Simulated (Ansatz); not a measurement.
The cluster W₃O₉⁻. Total charge -1; doublet. Geometry PBE-D4/def2-SVP; atoms count from 1.

```xyz
12

W     0.988    0.036   -1.254
W     1.116   -1.599    1.103
W    -1.139    0.179    1.105
O     1.225   -0.819   -2.978
O    -0.622    0.891   -0.615
O    -2.541   -0.758    0.752
O    -0.130   -1.035    2.353
O    -1.683    2.017    1.475
O     0.138    0.197   -3.003
O     2.188    1.264   -1.101
O    -1.496    1.207    2.711
O     1.956   -1.581   -0.548
```

In the def2 sets W takes a core potential; there is no spin–orbit coupling. The structure holds 2 bonds between oxygen atoms, so isomers without such links may lie far lower. The structure comes from a short search, and lower isomers may exist.

**Question.** Estimate the Mulliken populations from the PBE0/def2-SVP orbitals of Ansatz.

**Answer.** 
| atom | charge (e) | spin (α − β) | d electrons |
| --- | --- | --- | --- |
| W1 | 1.15 | -0.04 | 3.79 |
| W2 | 0.43 | 1.15 | 4.45 |
| W3 | 1.15 | -0.04 | 3.79 |
| O4 | -0.31 | 0.00 | – |
| O5 | -0.60 | 0.00 | – |
| O6 | -0.35 | 0.01 | – |
| O7 | -0.59 | -0.03 | – |
| O8 | -0.31 | 0.00 | – |
| O9 | -0.31 | 0.00 | – |
| O10 | -0.35 | 0.01 | – |
| O11 | -0.31 | 0.00 | – |
| O12 | -0.59 | -0.03 | – |
Mulliken values depend strongly on the basis.

**Question.** Where does the spin sit?

**Answer.** Summed by element: W 1.06, O -0.06, of 1 unpaired in all. Largest on single atoms: W2 1.15, W1 -0.04, W3 -0.04.

**Question.** And the Mayer bond orders between heavy atoms (over 0.3)?

**Answer.** W1–W2 0.61 (2.87 Å); W1–O4 0.98 (1.94 Å); W1–O5 0.93 (1.93 Å); W1–O9 0.95 (1.95 Å); W1–O10 2.12 (1.72 Å); W1–O12 0.73 (2.01 Å); W2–W3 0.61 (2.87 Å); W2–O7 1.26 (1.85 Å); W2–O12 1.26 (1.85 Å); W3–O5 0.93 (1.93 Å); W3–O6 2.12 (1.72 Å); W3–O7 0.73 (2.01 Å); W3–O8 0.95 (1.95 Å); W3–O11 0.98 (1.94 Å); O4–O9 0.90 (1.49 Å); O8–O11 0.90 (1.49 Å).
